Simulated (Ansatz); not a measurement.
Cu(SH)2 (CuH2S2). Total charge 0; doublet. Geometry PBE0-D4/def2-TZVP, basis def2-TZVP, Ansatz.

```xyz
5

Cu   -0.0051    0.0007    0.0026
S    -0.3771    1.6754   -1.2352
H     0.1568    2.5772   -0.3902
S     0.3726   -1.6749    1.2374
H    -0.1473   -2.5784    0.3854
```

```json
{"run": "A", "HOMO (eV)": "-6.75", "LUMO (eV)": "-5.18"}
{"run": "B", "HOMO (eV)": "-6.97", "LUMO (eV)": "-5.02"}
{"run": "C", "HOMO (eV)": "-7.12", "LUMO (eV)": "-4.83"}
{"run": "D", "HOMO (eV)": "-6.24", "LUMO (eV)": "-5.49"}
{"run": "E", "HOMO (eV)": "-7.90", "LUMO (eV)": "-3.67"}
```

B3LYP takes the VWN-RPA correlation. HSE06 is defined as in plane-wave codes, on full-range PBE exchange.

HOMO and LUMO are taken over both spins.

Question: The runs used B3LYP, BHLYP, HSE06, PBE, PBE0. Estimate which is which.

Answer: A HSE06 (range-separated); B B3LYP (20 % exact exchange); C PBE0 (25 % exact exchange); D PBE (0 % exact exchange); E BHLYP (50 % exact exchange). Exact exchange lowers occupied and raises empty levels; among semilocal functionals meta-GGAs tend to open the gap a little, and such runs are hard to tell apart. The gap grows from 0.74 eV (PBE) to 4.24 eV (BHLYP).
